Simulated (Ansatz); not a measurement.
`[CH3][GeH]([NH2])[Cl]` and `[CH3][GeH]([NH2])[CH]=O` differ in one atom or group.

Ansatz, PBE0-D4/def2-TZVP geometries, multiplicity 1. Each molecule was computed in one conformer, which needn't be the lowest.

Scalar relativity is left out up to krypton.

| property | `[CH3][GeH]([NH2])[Cl]` |
| --- | --- |
| HOMO–LUMO gap (B3LYP/def2-TZVPP) / eV | 7.75 |
| HOMO energy (ωB97M-V/def2-TZVPP) / eV | -10.09 |
| size of the dipole moment (ωB97M-V/def2-TZVPP) / D | 1.84 |
| size of the dipole moment (B3LYP/def2-TZVPP) / D | 1.87 |
| LUMO energy (PBE/def2-TZVPP) / eV | -0.35 |
| HOMO–LUMO gap (ωB97M-V/def2-TZVPP) / eV | 12.24 |

(1) Give the same properties after the change, and the shifts. (An estimate is asked.)

Results:

(1) The calculation gave: 
```json
{"property": "HOMO–LUMO gap (B3LYP/def2-TZVPP) / eV", "`[CH3][GeH]([NH2])[CH]=O`": "4.68", "shift": "-3.07"}
{"property": "HOMO energy (ωB97M-V/def2-TZVPP) / eV", "`[CH3][GeH]([NH2])[CH]=O`": "-8.73", "shift": "1.36"}
{"property": "size of the dipole moment (ωB97M-V/def2-TZVPP) / D", "`[CH3][GeH]([NH2])[CH]=O`": "1.92", "shift": "0.08"}
{"property": "size of the dipole moment (B3LYP/def2-TZVPP) / D", "`[CH3][GeH]([NH2])[CH]=O`": "1.92", "shift": "0.05"}
{"property": "LUMO energy (PBE/def2-TZVPP) / eV", "`[CH3][GeH]([NH2])[CH]=O`": "-2.46", "shift": "-2.11"}
{"property": "HOMO–LUMO gap (ωB97M-V/def2-TZVPP) / eV", "`[CH3][GeH]([NH2])[CH]=O`": "9.61", "shift": "-2.63"}
```

With PBE0 the HOMO rises by 1.27 eV and the LUMO falls by 1.94 eV, so the gap narrows by about 3.21 eV. PBE moves the HOMO by 1.22 eV and ωB97M-V by 1.36 eV. Dipoles are sizes alone; their direction can turn.

B3LYP here is the variant with VWN-RPA as its local correlation; programs differ in this.
